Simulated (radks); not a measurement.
Valence configurations of Se II (all share [Ar]). Method: Dirac Kohn-Sham, BLYP, spin-unpolarised, spherical densities, finite nucleus; open shells fill j = l - 1/2 first; Fermi nuclear charge, rms radius 4.14 fm; computed with a radial shooting solver on a logarithmic mesh with Libxc functionals. Energies are relative to 3d10 4s2 4p3; eigenvalues in eV.

| valence | E (eV) | e(3d3/2) | e(3d5/2) | e(4p1/2) | e(4p3/2) | e(4s1/2) |
|---|---|---|---|---|---|---|
| 3d10 4s2 4p3 | 0.000 | -63.835 | -62.939 | -15.504 | -15.058 | -26.667 |
| 3d10 4s1.5 4p3.5 | 5.830 | -64.666 | -63.769 | -15.863 | -15.408 | -27.120 |
| 3d10 4s1 4p4 | 11.711 | -65.480 | -64.582 | -16.213 | -15.749 | -27.560 |
| 3d10 4p5 | 23.617 | -67.059 | -66.160 | -16.887 | -16.405 | - |
| 3d9.5 4s2 4p3.5 | 25.199 | -69.832 | -68.910 | -16.458 | -15.972 | -28.057 |
| 3d9.5 4p5.5 | 49.738 | -72.946 | -72.021 | -17.791 | -17.270 | - |
| 3d9 4s2 4p4 | 52.961 | -75.954 | -75.007 | -17.402 | -16.876 | -29.420 |
| 3d8.5 4s2 4p4.5 | 83.352 | -82.199 | -81.226 | -18.339 | -17.772 | -30.759 |
| 3d8.5 4s1 4p5.5 | 96.420 | -83.680 | -82.706 | -18.976 | -18.392 | -31.540 |
| 3d8 4s2 4p5 | 116.44 | -88.564 | -87.564 | -19.270 | -18.661 | -32.077 |

NIST lists [Ar] 3d10 4s2 4p3 as the ground configuration; this level of theory agrees among the configurations tried. The energies are those of spherical spin-averaged densities, not of single terms.
